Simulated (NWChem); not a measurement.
A series in which one site is exchanged, each optimised at PBE0/def2-SVP with NWChem, gas phase unless a solvent is named. Some are not confirmed as minima by frequencies. def2 effective core potentials on I, Au; no spin-orbit coupling.

A: [Au]([Cl])<-[C-]#[O+] (CAuClO; site = Cl)
B: [C-](#[O+])->[Au][F] (CAuFO; site = F)
C: [O+]#[C-]->[Au][I] (CAuIO; site = I)
D: [C-](#[O+])->[AuH] (CHAuO; site = H)

| quantity | A | B | C | D |
|---|---|---|---|---|
| orbital gap (eV), PBE0/def2-SVP | [?] | 6.77 | 4.66 | 5.59 |
| static polarisability, CAM-B3LYP/def2-SVPD (bohr³) | [?] | 43.0 | 84.6 | 47.5 |
| lowest singlet excitation, CAM-B3LYP/def2-SVPD, TDA (eV) | [?] | 5.43 | 4.25 | 4.61 |

Question: Some entries are withheld; supply them.

Answer: 
- orbital gap (eV), PBE0/def2-SVP, A: 5.69
- static polarisability, CAM-B3LYP/def2-SVPD (bohr³), A: 59.7
- lowest singlet excitation, CAM-B3LYP/def2-SVPD, TDA (eV), A: 5.08
